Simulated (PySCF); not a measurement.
**A small calculation by hand: entropy of an ideal gas**

GaCl3, SMILES [Cl][Ga]([Cl])[Cl].

Geometry: B3LYP-D3(BJ)/def2-SVP. The isomer is the one that the SMILES or the coordinates give; other isomers of the formula were not compared.

B3LYP-D3(BJ)/def2-SVP in PySCF gives the harmonic wavenumbers 125, 125, 135, 367, 464, 464 cm⁻¹ and the rotational temperatures 0.1001, 0.1001, 0.0501 K. The molar mass is 176.07 g/mol, the symmetry number 6, the spin multiplicity 1.

### Question
Work out the entropy at 298.15 K and 1 atm in the rigid-rotor, harmonic-oscillator model.

### Answer

Translation (Sackur–Tetrode at 1 atm): S = R[1.5 ln M + 2.5 ln T − 1.16487] = 173.2 J/(mol K).
Rotation: q = (√π/σ) T^1.5/√(θA θB θC) = 67900, S = R[ln q + 3/2] = 105.0 J/(mol K).
Vibration: with u = 1.4388 ν/T, each mode gives R[u/(e^u − 1) − ln(1 − e^−u)]:
```csv
ν (cm⁻¹),modes,u,S (J/(mol K))
125,2,0.60,25.28
135,1,0.65,12.02
367,1,1.77,4.57
464,2,2.24,6.31
```
These are all the modes. Sum 48.2 J/(mol K).
Spin: R ln 1 = 0.0 J/(mol K).
Total 326.4 J/(mol K); the program's own thermochemistry gives 326.4. Translation makes up 53 % and vibration 15 %. Anharmonicity, hindered rotation and orbital degeneracy are left out.
